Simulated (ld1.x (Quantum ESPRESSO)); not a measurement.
# u(r) = r·R(r): atom against pseudo-atom (arsenic (As))

Columns: radius, all-electron u(r) and pseudo u(r) of the 4s shell (level -18.74 eV) of arsenic in the configuration [Ar] 3d10 4s2 4p2.5; PBE, scalar-relativistic, ultrasoft scheme, ld1.x (Quantum ESPRESSO) 7.5.

```csv
r (bohr),all-electron,pseudo
0.098,-0.1777,-0.0729
0.195,-0.1420,-0.1447
0.292,0.1623,-0.2158
0.390,0.3550,-0.2863
0.488,0.3701,-0.3550
0.585,0.2628,-0.4208
0.682,0.0956,-0.4838
0.780,-0.0899,-0.5438
0.878,-0.2661,-0.5995
0.975,-0.4183,-0.6497
1.072,-0.5435,-0.6943
1.170,-0.6421,-0.7328
1.268,-0.7147,-0.7641
1.365,-0.7637,-0.7874
1.463,-0.7936,-0.8027
1.560,-0.8069,-0.8093
1.658,-0.8068,-0.8070
1.755,-0.7959,-0.7959
1.852,-0.7766,-0.7766
1.950,-0.7506,-0.7506
2.047,-0.7200,-0.7200
2.145,-0.6858,-0.6858
2.242,-0.6498,-0.6498
2.340,-0.6123,-0.6123
2.438,-0.5744,-0.5744
2.535,-0.5372,-0.5372
```

(1) How many radial nodes do the two functions have?

(2) At about which radius was the pseudo-wave matched?

(3) Where does each function peak?

(4) Is the pseudo-wave norm-conserving?

Answers

(1) The all-electron 4s function has n − l − 1 = 3 (the table is too coarse to show those close to the nucleus); the pseudo-wave has 0, since the states of the same l below it are removed with the core.

(2) 1.75 bohr, where the columns begin to agree (steps of 0.10 bohr).

(3) Outermost all-electron maximum near 1.56 bohr, pseudo maximum near 1.56 bohr (to the table’s step).

(4) No, it belongs to an ultrasoft set: the norm inside the radius is not constrained, and the difference is carried by the augmentation charge.
